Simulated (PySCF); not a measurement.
C₃H₅BO₂, SMILES B(O)(C=C)C=O.

Geometry optimised at PBE-D3(BJ)/def2-SVP. The structure was generated by enumeration, and PubChem lists no compound with its InChIKey, so it may never have been made. The values are those of a single conformer.

These are PySCF with PBE-D3(BJ)/def2-SVP values and carry that method's errors.

Frequencies are harmonic and unscaled.

| mode | ν (cm⁻¹) | IR (km/mol) | moving atoms (share of kinetic energy) |
|---|---|---|---|
| 1 | 64 | 0.0 | C 40 %, O 28 %, H 24 % |
| 2 | 161 | 3.7 | O 37 %, C 30 %, H 21 %, B 12 % |
| 3 | 169 | 7.8 | C 40 %, H 33 %, O 24 % |
| 4 | 251 | 23.5 | O 68 %, H 17 %, C 15 % |
| 5 | 380 | 2.6 | C 53 %, O 35 %, H 11 % |
| 6 | 386 | 1.4 | H 56 %, B 31 %, O 8 % |
| 7 | 580 | 17.0 | C 48 %, O 21 %, H 21 %, B 11 % |
| 8 | 589 | 23.1 | H 47 %, B 29 %, C 21 % |
| 9 | 769 | 14.7 | C 50 %, O 28 %, H 20 % |
| 10 | 797 | 53.9 | H 86 % |
| 11 | 939 | 25.2 | H 54 %, C 30 %, B 13 % |
| 12 | 968 | 93.7 | H 48 %, B 34 %, C 14 % |
| 13 | 974 | 25.9 | H 72 %, C 28 % |
| 14 | 996 | 0.1 | H 73 %, C 17 % |
| 15 | 1015 | 11.3 | H 91 %, C 9 % |
| 16 | 1207 | 141.6 | H 67 %, B 17 %, O 9 % |
| 17 | 1271 | 22.2 | H 66 %, C 24 %, B 8 % |
| 18 | 1344 | 1.4 | H 72 %, C 14 %, O 9 % |
| 19 | 1370 | 47.2 | H 57 %, B 24 %, O 10 %, C 9 % |
| 20 | 1431 | 151.4 | B 51 %, H 28 %, O 12 %, C 10 % |
| 21 | 1632 | 89.2 | C 84 %, H 13 % |
| 22 | 1708 | 56.6 | C 60 %, O 39 % |
| 23 | 2783 | 150.1 | H 92 % |
| 24 | 3053 | 14.9 | H 95 % |
| 25 | 3066 | 9.3 | H 92 %, C 8 % |
| 26 | 3152 | 6.6 | H 89 %, C 11 % |
| 27 | 3451 | 147.9 | H 94 % |
